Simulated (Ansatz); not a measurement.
Basis-set series for AsGeH6Sb (`[GeH3][AsH][SbH2]`). Charge 0, multiplicity 1. Sb: def2 effective core potential. The geometry is a stationary point of PBE0-D4/def2-TZVP.

```tsv
functional	basis	functions	energy (Eh)	HOMO (eV)	LUMO (eV)
PBE0-D4	def2-SVP	120	-4555.67451	-7.01	-0.93
PBE0-D4	def2-TZVPP	230	-4556.22408	-7.04	-1.08
ωB97M-V	def2-SVP	120	-4555.89220	-8.91	0.85
ωB97M-V	def2-TZVPP	230	-4556.44283	-8.97	0.56
```

(1) Give the rows for def2-QZVPP. (An estimate is asked.)

Results:

(1) The calculation gave: 
```json
{"functional": "PBE0-D4", "basis": "def2-QZVPP", "functions": "440", "energy (Eh)": "-4556.31940", "HOMO (eV)": "-7.05", "LUMO (eV)": "-1.16"}
{"functional": "ωB97M-V", "basis": "def2-QZVPP", "functions": "440", "energy (Eh)": "-4556.53599", "HOMO (eV)": "-8.98", "LUMO (eV)": "0.39"}
```

Positive LUMOs are unbound and depend on the basis. Scalar relativity is left out up to krypton.

Results of the Gaussian-basis code of Ansatz.
